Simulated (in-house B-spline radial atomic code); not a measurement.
Functionals against NIST's ionisation energies along a row: Rb to Xe

Ionisation energies as differences of self-consistent total energies from a B-spline radial code for spherical atoms: all electrons, radial basis limit, scalar-relativistic (one-electron X2C), spin-polarised at highest spin, spherical densities; exact exchange is averaged over the determinants of each configuration. No spin-orbit coupling, Breit or QED terms. NIST's values run from ground level to ground level, so in open shells the differences also hold multiplet and fine-structure energies that spherical high-spin averages miss. For p electrons of heavy elements the spin-orbit part alone reaches an electronvolt or more. Columns give computed minus NIST, in eV; a star marks a semi-empirical value. Species are left out where the tabulated value is theory, is uncertain by more than 0.12 eV, or (13 ions, such as In⁴⁺, Te⁴⁺ and Bi⁴⁺) lies off its series for all methods alike, which flatters the means a little.

| species | shell | NIST (eV) | Hartree-Fock | PBEsol | RPBE | BP86 | B3LYP | revTPSS |
| --- | --- | --- | --- | --- | --- | --- | --- | --- |
| Rb | 5s | 4.18 | -0.37 | +0.05 | +0.07 | +0.16 | +0.16 | -0.14 |
| Sr | 5s | 5.69 | -0.95 | -0.03 | -0.03 | +0.13 | +0.07 | -0.09 |
| Zr | 5s | 6.63 | -1.43 | -0.23 | -0.25 | -0.02 | -0.02 | -0.31 |
| Nb | 5s | 6.76 | -0.76 | +0.44 | +0.31 | +0.56 | +0.20 | +0.22 |
| Mo | 5s | 7.09 | -0.84 | +0.40 | +0.27 | +0.51 | +0.14 | +0.16 |
| Tc | 5s | 7.12 | -1.58 | -0.28 | -0.30 | 0.00 | +0.12 | -0.40 |
| Ru | 5s | 7.36 | -1.06 | +0.44 | +0.30 | +0.57 | +0.26 | +0.23 |
| Rh | 5s | 7.46 | -1.14 | +0.41 | +0.27 | +0.55 | +0.28 | +0.17 |
| Pd | 4d | 8.34 | -1.91 | +0.62 | +0.52 | +0.75 | +0.41 | +0.42 |
| Ag | 5s | 7.58 | -1.22 | +0.38 | +0.24 | +0.52 | +0.32 | +0.10 |
| Cd | 5s | 8.99 | -1.66 | +0.05 | -0.09 | +0.22 | +0.09 | -0.19 |
| In | 5p | 5.79 | -0.65 | -0.25 | -0.33 | -0.11 | -0.15 | -0.37 |
| Sn | 5p | 7.34 | -0.48 | 0.00 | -0.07 | +0.09 | -0.05 | -0.01 |
| Sb | 5p | 8.61 | +0.06 | +0.38 | +0.34 | +0.44 | +0.30 | +0.47 |
| Te | 5p | 9.01 | -1.45 | -0.35 | -0.49 | -0.16 | -0.12 | -0.45 |
| I | 5p | 10.45 | -0.90 | +0.14 | +0.03 | +0.26 | +0.20 | +0.14 |
| Xe | 5p | 12.13 | -0.49 | +0.25 | +0.19 | +0.35 | +0.29 | +0.36 |

**Question.** How do the methods rank, and which species is hardest?

**Answer.** Mean absolute (signed) differences: B3LYP 0.19 (+0.15) eV; RPBE 0.24 (+0.06) eV; revTPSS 0.25 (+0.02) eV; PBEsol 0.28 (+0.14) eV; BP86 0.32 (+0.28) eV; Hartree-Fock 1.00 (-0.99) eV. For Pd, which loses a 4d electron, the nearest method is off by +0.41 eV, the largest such miss.
